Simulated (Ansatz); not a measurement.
Species: sum formula SiN2H3Cl2 (charge -1, singlet). It need not be the lowest isomer of its formula. Whether it binds its extra electron was not tested at this geometry. 
Geometry from a B3LYP-D3(BJ)/def2-TZVP (Ansatz, a program for electronic structure) optimisation:
SMILES: Cl[Si](Cl)(N)[NH-]
```xyz
8

Si     0.1689    -0.5018    -0.0948
Cl    -0.0719     1.1493    -1.4771
Cl    -0.0244     0.6549     1.7594
N      1.4336    -1.4997    -0.1962
N     -1.3537    -1.3031    -0.3207
H      2.3329    -1.1677     0.1258
H     -1.4471    -2.1373     0.2425
H     -2.1739    -0.7228    -0.2211
```
Charge -1, spin multiplicity 1.

Basis-set convergence of Hartree-Fock and CCSD correlation energies (hartree) with Ansatz. Cores are frozen in the correlated levels unless marked. Spin-orbit coupling is left out. Non-relativistic. This anion needs diffuse functions, which these sets lack.

| basis | functions | E(HF) | E(corr, CCSD) |
|---|---|---|---|
| cc-pV(D+d)Z | 112 | -1318.76230 | -0.75741 |
| cc-pV(T+d)Z | 219 | -1318.85608 | -0.97581 |
| cc-pV(Q+d)Z | 392 | -1318.87889 | -1.04993 |
| cc-pV(5+d)Z | 647 | [?] | [?] |

Q: Complete the blanks.

A: 
- cc-pV(5+d)Z, E(HF): -1318.88404
- cc-pV(5+d)Z, E(corr, CCSD): -1.07465
